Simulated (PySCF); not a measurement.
H$_{12}$O$_{6}$Ti, charge +3, doublet, at a GFN2-xTB geometry (such geometries of metal compounds can be far from the true shape), with bond 19-17 at 2.0 times its length. Base run: B3LYP/STO-3G in PySCF.

Geometry (Å):
```xyz
19

Ti     0.0000     0.0000     0.0000
O     -0.6280     1.6943    -0.9168
H     -1.5238     2.0853    -0.9703
H     -0.0730     2.3234    -1.4230
O      1.5569     1.0539     0.7556
H      1.5138     1.9393     1.1731
H      2.5079     0.8264     0.7996
O      1.0451    -0.4515    -1.6762
H      1.9657    -0.7686    -1.7768
H      0.7200    -0.3957    -2.5987
O     -1.0451     0.4515     1.6762
H     -1.9657     0.7686     1.7768
H     -0.7200     0.3957     2.5987
O     -1.5569    -1.0539    -0.7556
H     -1.5138    -1.9393    -1.1731
H     -2.5079    -0.8264    -0.7996
O      0.6280    -1.6943     0.9168
H      0.0730    -2.3234     1.4230
H      2.4196    -2.4763     1.0238
```
Charge +3, spin multiplicity 2.
Orbitals are unrestricted.
All else is at PySCF's defaults.
Base energy -1292.15720 Eh.

The base run was repeated with changes; each row names its change, and settings that it needs were set with it.

```csv
change,ΔE vs base (µEh),SCF cycles,<S^2>,outcome
base,0.0,14,0.776,converged
init_guess = sap,0.0,20,0.776,converged
conv_tol = 1e-4,4.8,8,0.775,converged
init_guess = 1e,0.0,26,0.776,converged
conv_tol = 1e-12,0.0,18,0.776,converged
damp = 0.5; diis_start_cycle = 5,0.0,18,0.776,converged
solver = newton,0.0,-,0.776,converged
init_guess = atom,0.0,15,0.776,converged
diis = off (with mf.max_cycle = 100),-,100,-,not converged
level_shift = 0.1 (with mf.max_cycle = 100),0.0,19,0.776,converged
init_guess = vsap,0.0,16,0.776,converged
solver = newton; init_guess = 1e,0.0,-,0.776,converged
level_shift = 0.3 (with mf.max_cycle = 100),0.0,36,0.776,converged
```

Open shells are given as the SCF converged; they aren't shown to be the lowest states, and a large step between rows can be another state.
